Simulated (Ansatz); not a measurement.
Calculated with Ansatz (gas phase, PBE0-D4/def2-TZVP geometries, no zero-point term in ΔE). CCSD(T)/CBS is the MP2 limit (def2-TZVPP, def2-QZVPP) plus CCSD(T) − MP2 in def2-TZVPP, frozen cores. This one scheme is used for every species. Functionals use def2-TZVPP. One conformer a species, not always the lowest.

Consider the isomerisation: `[CH3][AlH][C]#N` → `N=[C]1[CH2][AlH]1`.

```
            species  revPBE energy (Eh)
  `[CH3][AlH][C]#N`          -375.76540
`N=[C]1[CH2][AlH]1`          -375.67360
```

(1) Work out ΔE.

Largest T1 diagnostic among the species: 0.015.

Results:

(1) ΔE = (-375.67360) − (-375.76540) = 0.09180 Eh = +241.0 kJ/mol. CCSD(T)/CBS gives +277.4 kJ/mol.

From r2SCAN to r2SCAN0 (25 % exact exchange), in def2-TZVPP and without D4, ΔE moves by +6.8 kJ/mol. At CCSD(T), def2-SVP lies +12.0 kJ/mol from the extrapolated value and def2-TZVPP +6.1 kJ/mol.
